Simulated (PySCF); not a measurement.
## Trend along the chalcogens: MBe molecules

CCSD(T) with triple-zeta basis sets in PySCF, for the lowest determinant that a PBE0 search found; no spin–orbit coupling. De refers to high-spin ground-configuration atoms.

| M | basis | reference, frozen orbitals | state (unpaired electrons) | Re (Å) | ωe (cm⁻¹) | De (eV) |
| --- | --- | --- | --- | --- | --- | --- |
| O | x2c-TZVPPall | RHF, 1 | singlet (closed shell) | 1.346 | 1433 | 4.04 |
| S | x2c-TZVPPall | RHF, 5 | singlet (closed shell) | 1.768 | 959 | 2.82 |
| Se | def2-TZVPP | RHF, 9 | singlet (closed shell) | 1.894 | 817 | 2.41 |

The shortest bond is that of BeO (1.346 Å), the longest that of BeSe (1.894 Å). BeO is bound most strongly (4.04 eV) and BeSe least (2.41 eV).

The rows differ in basis set, which adds steps of its own.

Down a group the atoms grow and get heavier, so bonds lengthen and wavenumbers fall; this series shows no clear exception.

Correlated steps freeze the inner cores (1 to 9 orbitals); shallow outer-core shells are correlated. Where the molecule has an RHF reference, its open-shell atoms are computed with UHF. The CCSD T1 diagnostic is raised in BeO, BeS, a sign that a single reference may not be enough there.
